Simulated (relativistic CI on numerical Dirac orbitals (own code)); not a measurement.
# Au²⁺ (5d9) in a crystal field

Calculated by Dirac-Coulomb-Breit CI, KLI orbitals optimised for each configuration, model QED, one configuration in a parametric crystal field, unscaled Slater integrals (own radial code).

Field parameters in Wybourne normalisation: D3d B²₀ = −7Dσ, B⁴₀ = −14Dq − 21Dτ, B⁴₃ = −14√(10/7) Dq. The field is a parameter set, without covalency.

S and J are read from ⟨S²⟩ = S(S + 1) and ⟨J²⟩ = J(J + 1) of each level; they are not fictitious spins.

D3d, 10Dq = 29300, Dσ = -1200, Dτ = -100 cm⁻¹, the lowest 5 levels:

| E (cm⁻¹) | Degeneracy | Irrep | S | J |
| --- | --- | --- | --- | --- |
| 0.0 | 2 | Γ5+Γ6 | 0.50 | 2.31 |
| 455 | 2 | Γ4 | 0.50 | 2.29 |
| 25082 | 2 | Γ4 | 0.50 | 2.45 |
| 32621 | 2 | Γ4 | 0.50 | 1.85 |
| 35562 | 2 | Γ5+Γ6 | 0.50 | 1.76 |

Principal g values of the ground doublet: 0.00, 0.00, 2.81.

D3d, 10Dq = 29300, Dσ = -980, Dτ = -100 cm⁻¹, the lowest 5 levels:

```json
{"E (cm⁻¹)": "0.0", "Degeneracy": "2", "Irrep": "Γ5+Γ6", "S": "0.50", "J": "2.31"}
{"E (cm⁻¹)": "359", "Degeneracy": "2", "Irrep": "Γ4", "S": "0.50", "J": "2.29"}
{"E (cm⁻¹)": "25108", "Degeneracy": "2", "Irrep": "Γ4", "S": "0.50", "J": "2.47"}
{"E (cm⁻¹)": "32685", "Degeneracy": "2", "Irrep": "Γ4", "S": "0.50", "J": "1.83"}
{"E (cm⁻¹)": "35191", "Degeneracy": "2", "Irrep": "Γ5+Γ6", "S": "0.50", "J": "1.76"}
```

Principal g values of the ground doublet: 0.00, 0.00, 2.78.

The free-ion ground term has S = 1/2. Every field shown keeps that spin.

Levels of this model without a field, named by their leading LS term: ²D5/2 0, ²D3/2 12169 cm⁻¹.
